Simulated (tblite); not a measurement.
A tight-binding relaxation on `C1[CH2][Ge@H]([C@@H](C#N)C=1)[S]C`.

Computed with GFN2-xTB geometry optimisation, gas phase (tblite 0.8.0). Start geometry: from a force field or distance geometry. The command runs a driver script over a list of jobs; the input below is this job's line of settings and its coordinates in Å.

Command:
```bash
OMP_NUM_THREADS=1 python probes_run.py task.json out
```

Input:
```
{"job": {"kind": "relax", "xc": "GFN2-xTB", "basis": "xTB"}, "charge": 0, "multiplicity": 1}
C      3.018900     0.520000     0.313900
S      1.774900     1.162800    -0.873100
Ge     0.376900    -0.532600    -0.513000
C     -1.129900    -0.419500    -1.734300
C     -2.321300    -0.224600    -0.834300
C     -2.144800    -0.147200     0.482700
C     -0.751000    -0.268100     1.032800
C     -0.371700     0.956500     1.756500
N     -0.077700     1.914000     2.319200
H      2.565100     0.453000     1.335300
H      3.363900    -0.478800    -0.010800
H      3.870000     1.215300     0.347500
H      1.043400    -1.919500    -0.530100
H     -1.006100     0.433100    -2.418300
H     -1.232700    -1.366000    -2.292100
H     -3.316600    -0.136800    -1.257500
H     -2.986700    -0.001000     1.151900
H     -0.683100    -1.154300     1.711900
```

Output:
```
step      E/eV     max force
  0    -692.87584    2.194
  1    -693.00266    0.671
  2    -693.04441    0.739
  3    -693.05999    1.105
  4    -693.07185    1.171
  5    -693.09591    0.317
  6    -693.11129    0.238
  7    -693.12162    0.341
  8    -693.13001    0.304
  9    -693.13701    0.206
... (85 lines left out)
 95    -693.19117    0.022
 96    -693.19127    0.027
 97    -693.19136    0.023
 98    -693.19143    0.022
 99    -693.19148    0.019
100    -693.19153    0.021
101    -693.19158    0.022
102    -693.19161    0.015
103    -693.19164    0.010
104    -693.19165    0.009
```

«max force» is the largest atomic force in eV/Å.

Q: From which step on does the largest force stay under 0.1 eV/Å, and how much energy is left to gain from there?

A: From step 17 (0.095 eV/Å), 29.1 meV above the end.

Summary of the converged run: energy lowered by 7.3 kcal/mol over 104 steps; largest atomic force 0.009 eV/Å at the end.

Q: Where do the atoms end?

A: 0.256 Å rms from the input after alignment:
```
atom  x, y, z in Å
C1     3.0156    0.6595    0.4118
S2     1.9452    0.9046   -1.0485
Ge3    0.3907   -0.6267   -0.6478
C4    -1.2273   -0.4578   -1.8035
C5    -2.3267   -0.1487   -0.8346
C6    -2.1098   -0.0986    0.4690
C7    -0.7362   -0.3522    1.0314
C8    -0.2859    0.7460    1.8241
N9     0.1080    1.6354    2.4292
H10    2.5030    1.0121    1.3017
H11    3.2850   -0.3890    0.5059
H12    3.9043    1.2553    0.2338
H13    1.0352   -2.0211   -0.5810
H14   -1.1256    0.3460   -2.5344
H15   -1.4459   -1.3723   -2.3559
H16   -3.3114    0.0333   -1.2427
H17   -2.8960    0.1317    1.1740
H18   -0.7309   -1.2512    1.6559
```

Q: Estimate the wall time. Hardware: one thread of an Arm Neoverse N1, on a shared host.

A: About 1.6 s.
Labels such as C1 count atoms from 1, the log's own numbers from 0.
